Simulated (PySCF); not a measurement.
C9H16.
Geometry (PBE0-D3(BJ)/def2-SVP, Å), atoms numbered from 1 in this order:
```xyz
25
C9H16 angstrom
C      3.5841    0.0657   -0.2488
C      2.1636    0.2429   -0.7617
C      1.1082   -0.2122    0.2376
C     -0.3329   -0.1411   -0.2588
C     -0.7595    1.2787   -0.6383
C     -2.2381    1.4094   -0.8515
C     -3.1228    0.4762   -0.4846
C     -2.7292   -0.7887    0.2174
C     -1.3100   -0.7137    0.7668
H      4.3291    0.4036   -0.9851
H      3.7977   -0.9908   -0.0195
H      3.7478    0.6401    0.6773
H      2.0005    1.3023   -1.0221
H      2.0348   -0.3200   -1.7035
H      1.3257   -1.2536    0.5361
H      1.1983    0.3869    1.1635
H     -0.4105   -0.7633   -1.1718
H     -0.2323    1.6066   -1.5500
H     -0.4364    1.9866    0.1512
H     -2.5946    2.3219   -1.3415
H     -4.1861    0.6303   -0.6978
H     -3.4449   -1.0044    1.0289
H     -2.8223   -1.6402   -0.4837
H     -0.9735   -1.7099    1.0972
H     -1.2983   -0.0670    1.6630
```

Computed with PBE0-D3(BJ)/def2-SVP geometry optimisation, gas phase (PySCF).

Masses are those of the commonest isotopes; rigid-rotor values at the optimised geometry. The values belong to one conformer with, in the numbering `[CH3:1][CH2:2][CH2:3][C@@H:4]1[CH2:5][CH:6]=[CH:7][CH2:8][CH2:9]1`, C1–C2–C3–C4 -176°, C2–C3–C4–C5 -60°, C3–C4–C5–C6 -168°, C4–C5–C6–C7 13°, C6–C7–C8–C9 15°, C7–C8–C9–C4 -46°.

(1) What are A, B and C (cm⁻¹)?

(2) Classify the top.

(3) What does the inertial defect say?

(4) Give the other two planar moments, Paa and Pbb, and the rms extents of the mass along the axes.

(5) Where do the levels up to J = 3 lie, in K?

(6) Predict some low-J microwave lines.

(7) Estimate the classical rotational partition function at 100 K, 298.15 K and 500 K.

## Answers

(1) Ia = 127.83, Ib = 631.72, Ic = 723.30 u·Å²; 505379 MHz·u·Å²/I gives 3953, 800.0 and 698.7 MHz, that is A = 0.13187, B = 0.02669, C = 0.02331 cm⁻¹.

(2) A near-prolate asymmetric top; Ray's κ = -0.938.

(3) Not planar: Δ = Ic − Ia − Ib = -36.26 u·Å². For a rigid frame Δ = −2 Σ m c², so Σ m c² = 18.13 u·Å² lies off the ab plane: 12.82 from hydrogen and 5.30 from heavier atoms. The atom farthest from that plane is 1.44 Å away.

(4) Paa = Σ m a² = (Ib + Ic − Ia)/2 = 613.60 and Pbb = Σ m b² = (Ia + Ic − Ib)/2 = 109.70 u·Å². With the mass M = 124.13 u, the rms extents √(P/M) along a, b and c are 2.22, 0.94, 0.38 Å.

(5) Above 0(0,0), as E/k:
J = 1: 1(0,1) 0.072, 1(1,1) 0.223, 1(1,0) 0.228
J = 2: 2(0,2) 0.216, 2(1,2) 0.362, 2(1,1) 0.377, 2(2,1) 0.831, 2(2,0) 0.831
J = 3: 3(0,3) 0.431, 3(1,3) 0.571, 3(1,2) 0.600, 3(2,2) 1.047, 3(2,1) 1.047, 3(3,1) 1.816, 3(3,0) 1.816
Those of J = 1 are B + C, A + C and A + B.

(6) The dipole components are |μa| = 0.22 D, |μb| = 0.14 D, |μc| = 0.06 D. Intensities carry the squares of the components, which stand as 1.00 : 0.40 : 0.08 (a : b : c). Some lines, for components of 0.1 D or more:

```
type  branch         J(Ka,Kc)    MHz  lower level (cm⁻¹)
   a       Q  2(1,1) ← 2(1,2)    304               0.252
   a       Q  3(1,2) ← 3(1,3)    608               0.397
   b       R  3(0,3) ← 2(1,2)   1432               0.252
   a       R  1(0,1) ← 0(0,0)   1499               0.000
   a       R  2(1,2) ← 1(1,1)   2896               0.155
   a       R  2(0,2) ← 1(0,1)   2995               0.050
   a       R  2(1,1) ← 1(1,0)   3099               0.159
   b       Q  1(1,0) ← 1(0,1)   3255               0.050
   b       Q  2(1,1) ← 2(0,2)   3358               0.150
   b       Q  3(1,2) ← 3(0,3)   3518               0.300
   a       R  3(1,3) ← 2(1,2)   4343               0.252
   a       R  3(0,3) ← 2(0,2)   4487               0.150
   a       R  3(2,1) ← 2(2,0)   4506               0.578
   a       R  3(1,2) ← 2(1,1)   4647               0.262
   b       R  1(1,1) ← 0(0,0)   4652               0.000
   b       R  2(1,2) ← 1(0,1)   6050               0.050
   b       R  3(1,3) ← 2(0,2)   7397               0.150
   b       Q  3(2,1) ← 3(1,2)   9322               0.417
   b       Q  2(2,0) ← 2(1,1)   9463               0.262
   b       Q  3(2,2) ← 3(1,3)   9918               0.397
   b       R  2(2,1) ← 1(1,0)  12559               0.159
   b       R  3(2,2) ← 2(1,1)  13957               0.262
   b       R  3(2,1) ← 2(1,2)  14272               0.252
   b       Q  3(3,0) ← 3(2,1)  16010               0.728
   b       Q  3(3,1) ← 3(2,2)  16022               0.727
   b       R  3(3,1) ← 2(2,0)  20516               0.578
   b       R  3(3,0) ← 2(2,1)  20518               0.577
```

(7) Point group C1, symmetry number σ = 1; q = (√π/σ)·√((kT/h)³/(ABC)), k/h = 20836.6 MHz/K: 113000 at 100 K, 584000 at 298.15 K, 1270000 at 500 K.

Whether it is a minimum is left open (no frequencies). Zero-point vibration and centrifugal distortion are left out. A rigid rotor knows nothing of internal rotation, which can split or shift real lines.

Time: 76 s. Hardware: an x86-64 server with one thread, no GPU (shared host). These figures are those of the optimisation.
